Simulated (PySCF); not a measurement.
**Electron correlation in Cd²⁺ (cadmium, charge +2)**

[Kr] 4d9 5s1, high-spin 3D determinant (an excited configuration). All numbers are calculated (PySCF 2.14, the spin-free X2C one-electron Hamiltonian (Gaussian nucleus), in ANO-RCC-VTZP (7s6p4d2f1g, 68 functions)). Frozen: [Ar] 3d10; 18 electrons correlated.

MP2 pair energies summed by pair of shells (mhartree):

```tsv
pair	energy	share (%)
4d-4d	-215.36	45.5
4p-4d	-131.48	27.8
4d-5s	-39.83	8.4
4p-4p	-36.44	7.7
4s-4d	-23.51	5.0
4s-4p	-16.92	3.6
4p-5s	-6.45	1.4
4s-4s	-2.97	0.6
4s-5s	-0.52	0.1
```

Total MP2 correlation energy: -473.48 mhartree.

Same-spin part -160.09 and opposite-spin part -313.38 mhartree; SCS-MP2 scales them by 1/3 and 6/5 to -429.43 mhartree.
